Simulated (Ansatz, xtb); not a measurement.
Isomers of CH4NZn in order of energy

6 gas-phase structures of CH4NZn, found in a search over its isomers (lower ones may exist). Each was relaxed with GFN2-xTB; where two conformers were screened, the lower at r2SCAN-D4/def2-SVP is listed:

A. a doublet given by its coordinates
B. `N[CH][ZnH]`, a doublet
C. a doublet given by its coordinates
D. `C[N][ZnH]`, a doublet
E. the doublet with the links of `C[NH][Zn]`
F. `[CH2][NH][ZnH]`, a doublet

C (Å):

```csv
atom,x (Å),y (Å),z (Å)
C,0.6156,-0.0151,0.4474
N,-0.5880,0.4326,1.1254
Zn,1.7009,1.8901,0.8962
H,-1.0198,-0.2978,1.6846
H,0.4571,-0.2907,-0.5965
H,-1.2740,0.7633,0.4563
H,1.0818,-0.8334,0.9906
```

Close contacts (Å): C1–N2 1.45, C1–Zn3 2.24, C1–H5 1.09, C1–H7 1.09, N2–H4 1.02, N2–H6 1.01.

A (Å):

```xyz
7

C    -0.3445   -0.3493    2.1780
N    -1.0563   -0.1982    0.9593
Zn   -0.8013    2.0910    0.0247
H    -0.9191   -0.3344    3.0846
H     0.5602   -0.9268    2.1510
H    -0.7163   -0.8316    0.2416
H    -2.0552   -0.3418    1.0804
```

Close contacts (Å): C1–N2 1.42, N2–Zn3 2.49, C1–H4 1.07, C1–H5 1.07, N2–H6 1.02, N2–H7 1.02.

Make a reasoned guess at their ranking by r2SCAN-D4/def2-SVP single-point energy.

Calculated order at r2SCAN-D4/def2-SVP: E (0.0), C (8.7), B (14.3), A (14.9), F (18.2), D (21.8) kcal/mol. Less than 1 kcal/mol parts B and A, so the order within that pair means little.

Energies above the lowest of each column, in kcal/mol; the last columns are at PBE0-D3(BJ)/def2-SVP geometries and were run for some of them only (a dash: not run or not comparable):

```tsv
structure	GFN2-xTB	HF/STO-3G	r2SCAN-D4/def2-SVP	PBE0-D3(BJ)/def2-SVP	CCSD(T)/def2-SVP + ΔMP2/def2-TZVPP
E	0.0	0.0	0.0	0.0	0.0
C	13.7	22.7	8.7	6.4	8.4
B	35.8	56.8	14.3	16.2	–
A	27.4	46.1	14.9	–	–
F	14.7	43.6	18.2	11.4	12.5
D	26.6	43.3	21.8	–	–
```

Every level run on E puts it lowest or level with the lowest. Flexible structures stand in one conformer each, not always the lowest. Frequencies (PBE0-D3(BJ)/def2-SVP) were run for C, E, F alone. Open shells are spin-unrestricted, some with notable spin contamination. ΔMP2 is the change of the MP2 energy from the smaller to the larger basis.

Over these structures GFN2-xTB departs from r2SCAN-D4/def2-SVP by 6.9 kcal/mol on average once a common shift is removed. A GFN2-xTB relaxation took about 0.07 s and the r2SCAN-D4/def2-SVP energy about 5.3 s on a shared host (Ansatz 0.2.0, xtb 6.7.1).
